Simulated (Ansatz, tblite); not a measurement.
Cost and result up the ladder for [GeI3]- (GeI₃⁻) (4 atoms). Total charge -1; singlet. Geometry: PBE0-D4/def2-SVPD.

| atom | x (Å) | y (Å) | z (Å) |
| --- | --- | --- | --- |
| Ge1 | -0.6856 | -0.5938 | 0.3196 |
| I2 | 1.7397 | -0.6805 | 1.5050 |
| I3 | -1.1358 | 2.0675 | 0.4381 |
| I4 | 0.0816 | -0.7932 | -2.2627 |

Ansatz on 4 threads of Arm Neoverse V2 on a shared host; xTB runs through tblite on one thread. Times are rough, summed over both states, and most runs start from the orbitals of an earlier one. PBE0-D4/def2-TZVPD serves as the yardstick here, not as an exact answer. The other state is a doublet.

In the def2 sets I takes a core potential; there is no spin–orbit coupling. The xTB rows come from tblite.

Raw xTB energies of ions are shifted by several eV.

```json
{"level": "GFN1-xTB", "functions": "36", "wall time": "0.008 s"}
{"level": "GFN2-xTB", "functions": "36", "wall time": "0.008 s"}
{"level": "PBE-D4/def2-TZVPD (with forces)", "functions": "231", "wall time": "8.4 s"}
{"level": "r2SCAN-D4/def2-TZVPD", "functions": "231", "wall time": "18 s"}
{"level": "PBE0-D4/def2-TZVPD", "functions": "231", "wall time": "20 s"}
```

(1) Estimate what each level gives for the vertical IE (eV).

Answers

(1) 
| level | vertical IE (eV) | difference from PBE0-D4/def2-TZVPD (eV) |
| --- | --- | --- |
| GFN1-xTB | 6.92 | 2.79 |
| GFN2-xTB | 9.00 | 4.86 |
| PBE-D4/def2-TZVPD (with forces) | 3.94 | -0.19 |
| r2SCAN-D4/def2-TZVPD | 4.05 | -0.08 |
| PBE0-D4/def2-TZVPD | 4.13 | 0.00 |
